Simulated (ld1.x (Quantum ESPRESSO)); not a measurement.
# Transferability test, PAW potential for Eu (Z = 63)

Eu, PAW, made with ld1.x (Quantum ESPRESSO) 7.5 (LDA (PZ), scalar-relativistic). Core [Kr] 4d10, reference 4f7 5s2 5p6 5d0 6s1.5 6p0.5. Waves: 5s (bound): rcut 1.75, rcutus 2.05 bohr; 6s (bound): rcut 1.75, rcutus 2.05 bohr; 5p (bound): rcut 2.15, rcutus 2.55 bohr; 6p (bound): rcut 2.15, rcutus 2.55 bohr; 5d (bound, empty): rcut 2.95, rcutus 3.40 bohr; 5d channel at 3.2 Ry: rcut 2.95, rcutus 3.40 bohr; 4f (bound): rcut 1.00, rcutus 1.25 bohr; 4f channel at 1.65 Ry: rcut 1.00, rcutus 1.25 bohr. Local part: all-electron potential smoothed inside 1.60 bohr (lloc = -2). Core correction: Bessel-smoothed model core, default radius (core density twice the valence density). Augmentation charge: PSQ, inside the norm-conserving radii.

Energies are relative to the spin-unpolarised reference configuration 4f7 5s2 5p6 5d0 6s1.5 6p0.5; without spin polarisation the order of configurations can differ from experiment. Not all tests gave a result: test run stopped at test 6 of 9 (negative rho).

```
  valence configuration  charge  ΔE all-electron (eV)  error AE − PS (meV)
4f7 5s2 5p6 5d0 6s2 6p0       0                -1.279                 +0.9
4f7 5s2 5p6 5d0 6s1 6p0      +1                 4.948                 -1.2
4f6 5s2 5p6 5d0 6s0 6p0      +3                41.106                  +44
```

Question: What are ΔE and the potential's error for 4f7 5s2 5p6 5d0 6s0 6p0?

Answer: ΔE = 16.389 eV all-electron; the error (AE − PS) is +7.4 meV.

Question: What are ΔE and the potential's error for 4f7 5s2 5p6 5d0 6s1.5 6p0?

Answer: ΔE = 1.205 eV all-electron; the error (AE − PS) is -0.6 meV.
